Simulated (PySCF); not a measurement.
Ligand exchange on a metal centre used in film growth or etching (Hf Cl-OH). Isolated molecules, 0 K electronic values unless said otherwise. One relaxed conformer stands for each flexible species; it need not be the lowest.

The numbers are results of PySCF with PBE-D3(BJ)/def2-TZVP // BP86-D3(BJ)/def2-SVP, not measurements. 

```
species                                    mean distance from the central atom to its bonded neighbours (Å)  HOMO (eV)  coordination number  charge on the central atom (Mulliken) (e)  HOMO–LUMO gap (eV)
-----------------------------------------  ----------------------------------------------------------------  ---------  -------------------  -----------------------------------------  ------------------
0 of 4 Cl replaced by OH ([Hf(Cl)4])                                                                      …          …                    4                                       1.09                5.26
1 of 4 Cl replaced by OH ([Hf(Cl)3(OH)])                                                                  …      -7.91                    4                                       1.20                5.55
2 of 4 Cl replaced by OH ([Hf(Cl)2(OH)2])                                                             2.144          …                    4                                       1.29                5.84
4 of 4 Cl replaced by OH ([Hf(OH)4])                                                                      …      -6.71                    4                                       1.43                6.09
```

Problem. Some entries are withheld; supply them.

Solution. 
- 0 of 4 Cl replaced by OH ([Hf(Cl)4]), mean distance from the central atom to its bonded neighbours (Å): 2.338
- 0 of 4 Cl replaced by OH ([Hf(Cl)4]), HOMO (eV): -8.32
- 1 of 4 Cl replaced by OH ([Hf(Cl)3(OH)]), mean distance from the central atom to its bonded neighbours (Å): 2.241
- 2 of 4 Cl replaced by OH ([Hf(Cl)2(OH)2]), HOMO (eV): -7.52
- 4 of 4 Cl replaced by OH ([Hf(OH)4]), mean distance from the central atom to its bonded neighbours (Å): 1.942
